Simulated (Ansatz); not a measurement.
```xyz
2

B     0.0000    0.0000   -1.2095
Al    0.0000    0.0000    1.2095
```

Basis set: 6-31G (spherical functions). Left uncorrelated: 6 orbitals. Charge 0, multiplicity 3.

Computed with Ansatz (development build ahead of 0.2.0); the reference of a correlated method needn't be the lowest determinant of its kind.

**Question.** Give the atomization energy at this shape (free ground-state atoms in the same class of orbitals less the molecule, no zero-point energy) of triplet AlB by UHF-BCCD(T), UHF-CCSD(T).

**Answer.**

```
     method  atomization energy
UHF-BCCD(T)             1.36 eV
UHF-CCSD(T)             1.35 eV
```

Caution: the reference determinant was not shown to be the lowest.

This basis has no polarisation functions and is too small for such energies, which can lie far from measured ones in either direction.
